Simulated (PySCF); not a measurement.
## Two-component Hartree-Fock for Pm³⁺ (promethium, charge +3)

Start: [Xe] 4f4; 4f5/2 filled at m_j = -1/2, +1/2, +3/2, +5/2. Calculated with PySCF 2.14 in x2c-TZVPall-2c (11s11p10d4f1g, 131 functions): generalised Hartree-Fock with the X2C-1e Hamiltonian and a Gaussian nucleus; one run each with spin-orbit coupling (SO) switched off, then screened by Boettger's factors.

```json
{"spinor shell": "1s1/2", "electrons": "2", "ε, spin-free (eV)": "-45438.2", "ε, screened SO (eV)": "-45431.0", "weight of nominal j (screened SO)": "1.000", "rms radius, screened SO (bohr)": "0.0264"}
{"spinor shell": "2s1/2", "electrons": "2", "ε, spin-free (eV)": "-7529.2", "ε, screened SO (eV)": "-7527.0", "weight of nominal j (screened SO)": "1.000", "rms radius, screened SO (bohr)": "0.107"}
{"spinor shell": "2p1/2", "electrons": "2", "ε, spin-free (eV)": "-6720.9", "ε, screened SO (eV)": "-7114.2", "weight of nominal j (screened SO)": "1.000", "rms radius, screened SO (bohr)": "0.0918"}
{"spinor shell": "2p3/2", "electrons": "4", "ε, spin-free (eV)": "-6720.9", "ε, screened SO (eV)": "-6549.9", "weight of nominal j (screened SO)": "1.000", "rms radius, screened SO (bohr)": "0.0979"}
{"spinor shell": "3s1/2", "electrons": "2", "ε, spin-free (eV)": "-1715.4", "ε, screened SO (eV)": "-1714.6", "weight of nominal j (screened SO)": "1.000", "rms radius, screened SO (bohr)": "0.277"}
{"spinor shell": "3p1/2", "electrons": "2", "ε, spin-free (eV)": "-1456.1", "ε, screened SO (eV)": "-1537.1", "weight of nominal j (screened SO)": "1.000", "rms radius, screened SO (bohr)": "0.269"}
{"spinor shell": "3p3/2", "electrons": "4", "ε, spin-free (eV)": "-1456.1", "ε, screened SO (eV)": "-1420.3", "weight of nominal j (screened SO)": "1.000", "rms radius, screened SO (bohr)": "0.282"}
{"spinor shell": "3d3/2", "electrons": "4", "ε, spin-free (eV)": "-1100.0", "ε, screened SO (eV)": "-1115.2", "weight of nominal j (screened SO)": "0.997", "rms radius, screened SO (bohr)": "0.254"}
{"spinor shell": "3d5/2", "electrons": "6", "ε, spin-free (eV)": "-1100.0", "ε, screened SO (eV)": "-1089.2", "weight of nominal j (screened SO)": "0.998", "rms radius, screened SO (bohr)": "0.257"}
{"spinor shell": "4s1/2", "electrons": "2", "ε, spin-free (eV)": "-387.61", "ε, screened SO (eV)": "-387.36", "weight of nominal j (screened SO)": "1.000", "rms radius, screened SO (bohr)": "0.629"}
{"spinor shell": "4p1/2", "electrons": "2", "ε, spin-free (eV)": "-299.62", "ε, screened SO (eV)": "-318.83", "weight of nominal j (screened SO)": "0.981", "rms radius, screened SO (bohr)": "0.649"}
{"spinor shell": "4p3/2", "electrons": "4", "ε, spin-free (eV)": "-299.62", "ε, screened SO (eV)": "-290.95", "weight of nominal j (screened SO)": "0.990", "rms radius, screened SO (bohr)": "0.676"}
{"spinor shell": "4d3/2", "electrons": "4", "ε, spin-free (eV)": "-171.85", "ε, screened SO (eV)": "-178.85", "weight of nominal j (screened SO)": "0.775", "rms radius, screened SO (bohr)": "0.736"}
{"spinor shell": "4d5/2", "electrons": "6", "ε, spin-free (eV)": "-171.85", "ε, screened SO (eV)": "-166.95", "weight of nominal j (screened SO)": "0.850", "rms radius, screened SO (bohr)": "0.742"}
{"spinor shell": "5s1/2", "electrons": "2", "ε, spin-free (eV)": "-79.654", "ε, screened SO (eV)": "-79.608", "weight of nominal j (screened SO)": "1.000", "rms radius, screened SO (bohr)": "1.51"}
{"spinor shell": "5p1/2", "electrons": "2", "ε, spin-free (eV)": "-54.925", "ε, screened SO (eV)": "-58.088", "weight of nominal j (screened SO)": "0.949", "rms radius, screened SO (bohr)": "1.67"}
{"spinor shell": "5p3/2", "electrons": "4", "ε, spin-free (eV)": "-54.925", "ε, screened SO (eV)": "-53.499", "weight of nominal j (screened SO)": "0.975", "rms radius, screened SO (bohr)": "1.76"}
{"spinor shell": "4f5/2", "electrons": "4", "ε, spin-free (eV)": "-44.155", "ε, screened SO (eV)": "-44.173", "weight of nominal j (screened SO)": "0.707", "rms radius, screened SO (bohr)": "0.999"}
```

```
   quantity     spin-free   screened SO
E (hartree)  -10012.47504  -10017.84307
        M_J             4             4
       ⟨J²⟩        24.005        23.357
       ⟨L²⟩        42.003        41.839
       ⟨S²⟩         6.003         5.980
```

The determinant has a definite M_J but mixes levels of different J.

Each row is a mean over spinors that exchange with the open shell spreads, by up to 11.107 eV (4d3/2).

Rows whose weight is well below 1 are mixtures of j = l ± 1/2: exchange outweighs spin-orbit coupling there, and the label is only the starting occupation.

Breit and QED terms are absent; they matter most for the inner s and p1/2 levels.

Densities and radii are taken from the X2C orbitals without a picture-change correction, which distorts them close to the nucleus.

Without spin-orbit coupling the j labels of p, d and f shells carry no meaning; the spin-free column gives the mean over the occupied spinors of each nl shell, and its ⟨J²⟩ belongs to a mixture of degenerate components.
